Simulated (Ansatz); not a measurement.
The cluster Ti₂O₄⁻. Total charge -1; doublet. Geometry PBE-D4/def2-SVPD; atoms count from 1.

```
atom    x (Å)    y (Å)    z (Å)
 Ti1  -0.0401   1.3642   0.2678
 Ti2   0.6786  -1.2092   0.1043
  O3  -1.2515   2.4341  -0.1491
  O4   0.8150   0.2915  -1.0021
  O5   0.1817  -2.6939  -0.4745
  O6  -0.3837  -0.1867   1.2535
```

No other spin state of charge -1 was run. The structure comes from a short search, and lower isomers may exist.

Q: Estimate the Mulliken populations from the PBE0/def2-TZVPD orbitals of Ansatz.

A: 
| atom | charge (e) | spin (α − β) | d electrons |
| --- | --- | --- | --- |
| Ti1 | 1.44 | 0.64 | 2.18 |
| Ti2 | 1.44 | 0.64 | 2.18 |
| O3 | -0.87 | -0.06 | – |
| O4 | -1.08 | -0.08 | – |
| O5 | -0.87 | -0.06 | – |
| O6 | -1.08 | -0.08 | – |
Mulliken values and Mayer orders depend strongly on the basis. With diffuse functions, as here, like atoms can get unlike values, and bond orders can come out too low or too high.

Q: Where does the spin sit?

A: Summed by element: Ti 1.28, O -0.28, of 1 unpaired in all. Largest on single atoms: Ti1 0.64, Ti2 0.64, O4 -0.08.

Q: And the Mayer bond orders between bonded heavy atoms (over 0.3)?

A: Ti1–Ti2 0.61 (2.68 Å); Ti1–O3 1.62 (1.67 Å); Ti1–O4 0.66 (1.87 Å); Ti1–O6 0.66 (1.87 Å); Ti2–O4 0.66 (1.87 Å); Ti2–O5 1.62 (1.67 Å); Ti2–O6 0.66 (1.87 Å).
